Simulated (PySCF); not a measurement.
C4H5O3, SMILES [CH]1C(C)OC(=O)O1, doublet at its B3LYP/def2-SVP optimised geometry (Å):

```
12

C      0.8704    -1.8318     1.2647
C      0.2061    -1.2946     0.0000
C     -1.2961    -1.2946     0.0000
O     -1.7226     0.0045     0.0000
C     -0.6396     0.8440    -0.1446
O     -0.7146     2.0250    -0.2311
O      0.4900     0.1092    -0.1674
H      0.6538    -2.9066     1.3712
H      1.9617    -1.7015     1.2081
H      0.4953    -1.3069     2.1566
H      0.6237    -1.8163    -0.8820
H     -1.9617    -2.0250     0.4606
```

Method: unrestricted B3LYP/def2-TZVP in PySCF.

Map of the HOMO amplitude (α) (bohr^(-3/2)) on the plane z = 0.6 Å; orbital energy -5.85 eV, overall sign arbitrary:

```
|3333333333333333333333333333333|
|3333333333333333333333333333333|
|3333333333333333333333333333333|
|3333333333333333333333333333333|
|3333333333333333333333333333333|
|3333333333344443333333333333333|
|3333333333444444333333333333333|
|3333333333444444333333333333333|
|3333333333444444433333333333333|
|3333333333344444433333333333333|
|3333333333333444433333333333333|
|3333333333333333443333333333333|
|3333333322222333444333333333333|
|3333333321112233444433333333333|
|3333333210012334444433333333333|
|3333333210012334444333333333333|
|3333333321233444333333333333333|
|3333333333455544333333333333333|
|3333333445787654322333333333333|
|3333334456898653212233344333333|
|3333334456898653211233444333333|
|3333334456676543211233444333333|
|3333334455555443222334444333333|
|3333334444444433333333444333333|
|3333334444444433333333433333333|
|3333333344443333333333333333333|
|3333333333333333333333333333333|
|3333333333333333333333333333333|
|3333333333333333333333333333333|
|3333333333333333333333333333333|
|3333333333333333333333333333333|
```
Scale: ten equal steps from -0.135 (start of '0') to 0.220 (end of '9'), in the order '0123456789'; x runs from -4.50 to 4.50, y from -4.50 (bottom) to 4.50 (top).
